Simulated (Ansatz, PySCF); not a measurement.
Reaction (SMILES): CCCC[Si](Cl)(Cl)Cl + 7 [H][H] (H2) -> 4 C (CH4) + 3 Cl (HCl) + [SiH4] (SiH4)
Structures are relaxed separately at B3LYP-D3(BJ)/def2-TZVP in Ansatz (a program for electronic structure), one conformer each, not searched for the lowest. Frequencies are from Ansatz or PySCF.

Wanted: energy of full hydrogenation (0 K, with B3LYP-D3(BJ) harmonic zero-point energies), in kJ/mol. Correlated levels leave the core frozen unless marked. Spin-orbit coupling is left out. Non-relativistic. CBS(X,Y): correlation extrapolated as X^-3; Hartree-Fock from the larger set. The bracket is a focal-point correction in the basis named.

```tsv
level	program	energy of full hydrogenation (kJ/mol)
HF/STO-3G	Ansatz	117.7
```

Task: What does RI-MP2/CBS(aug-cc-pV(T+d)Z,aug-cc-pV(Q+d)Z)+[CCSD(T)-MP2]/aug-cc-pV(T+d)Z (Ansatz) give?

Result: 95.9 kJ/mol
